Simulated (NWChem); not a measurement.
Species: C₂H₅ClOSi; SMILES C(=O)[Si@@H](Cl)C

```xyz
10

C      2.0204    -0.0082    -0.2621
Si     0.2621    -0.0859     0.3432
Cl    -0.6887    -1.8276    -0.2718
C     -0.7093     1.4163    -0.3801
O     -0.1850     2.5035    -0.3676
H      2.0702    -0.2063    -1.3431
H      2.4064     1.0068    -0.0764
H      2.6607    -0.7348     0.2591
H      0.1709    -0.0129     1.8301
H     -1.7471     1.2854    -0.7961
```
Atoms are numbered in this order, from 1.

Level: PBE0/def2-SVP (NWChem), optimised geometry, unscaled harmonic frequencies. 

Q: List the harmonic frequencies with IR intensities, and the thermochemistry.

A: 
```
frequency (cm⁻¹)  IR intensity (km/mol)
----------------  ---------------------
49                                 10.0
117                                10.8
146                                 1.0
180                                 2.0
221                                 2.9
335                                 5.7
537                                63.0
623                                25.8
676                                11.7
716                                 2.9
768                                38.6
834                               153.7
890                                89.9
911                                54.3
1261                               27.6
1372                               14.6
1419                                7.4
1425                                4.3
1820                              103.3
2245                               93.7
2865                              122.1
3064                                0.1
3173                                0.1
3183                                0.0
```

```
Item                                                                               Result
-----------------------------------------------------------------------  ----------------
zero-point energy                                                           41.2 kcal/mol
thermal correction to the enthalpy at 298.15 K (with zero-point energy)     46.4 kcal/mol
heat capacity Cv                                                         23.7 cal/(mol K)
entropy at 298.15 K and 1 atm (symmetry number 1)                        86.1 cal/(mol K)
dipole moment                                                                      1.04 D
```

Rigid rotor and harmonic oscillator; modes under 100 cm⁻¹ make the entropy uncertain.
